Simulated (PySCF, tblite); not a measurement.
Isomers of C6H9FO2Si, one GFN2-xTB conformer each. Single-point energies are computed at PBE0/pcSseg-1 (PySCF, gas phase, no added dispersion term), electronic only.

```csv
SMILES,GFN2-xTB relative energy (kJ/mol)
CC#C[SiH2]O[C@@H]1C[C@H](F)O1,0.0
C/C=C1/[SiH2][C@@H](C(=O)O)[C@@H]1F,25.6
```

Conformers: `[CH3:1][C:2]#[C:3][SiH2:4][O:5][C@@H:6]1[CH2:7][C@H:8]([F:9])[O:10]1` with C3–Si4–O5–C6 -176°, Si4–O5–C6–C7 86°; `[CH3:1]/[CH:2]=[C:3]1/[SiH2:4][C@@H:5]([C:6](=[O:7])[OH:8])[C@@H:9]1[F:10]` with Si4–C5–C6–O7 81°, C5–C6–O8–H 178°.

Task: What does PBE0/pcSseg-1 give for the same structures?

Result: 
| SMILES | PBE0/pcSseg-1 E (Eh) | PBE0/pcSseg-1 (kJ/mol) | GFN2-xTB (kJ/mol) | point group |
| --- | --- | --- | --- | --- |
| C/C=C1/[SiH2][C@@H](C(=O)O)[C@@H]1F | -773.10848 | 0.0 | 25.6 | C1 |
| CC#C[SiH2]O[C@@H]1C[C@H](F)O1 | -773.07830 | 79.2 | 0.0 | C1 |

GFN2-xTB puts CC#C[SiH2]O[C@@H]1C[C@H](F)O1 lowest instead. As drawn, the lower has a C=O bond, an O–H bond and a C(=O)–O unit, which the higher lacks; the higher has a C≡C bond and an Si–O bond, which the lower lacks.

Task: Which frontier levels, dipoles and rotational constants go with these structures?

Result: 
```csv
SMILES,"HOMO (eV, PBE0/pcSseg-1)",LUMO (eV),dipole (D),"A, B, C (MHz)"
C/C=C1/[SiH2][C@@H](C(=O)O)[C@@H]1F,-7.63,-0.85,2.14,"2003, 720.7, 626.2"
CC#C[SiH2]O[C@@H]1C[C@H](F)O1,-7.64,0.15,2.24,"3221, 461.2, 443.3"
```

Task: What happens when harmonic zero-point energies from GFN2-xTB frequencies are added?

Result: 
```tsv
SMILES	ZPE (kJ/mol)	electronic (kJ/mol)	with ZPE (kJ/mol)
C/C=C1/[SiH2][C@@H](C(=O)O)[C@@H]1F	354.6	0.0	0.0
CC#C[SiH2]O[C@@H]1C[C@H](F)O1	353.2	79.2	77.9
```

The zero-point energies span 1.4 kJ/mol. The order is unchanged.
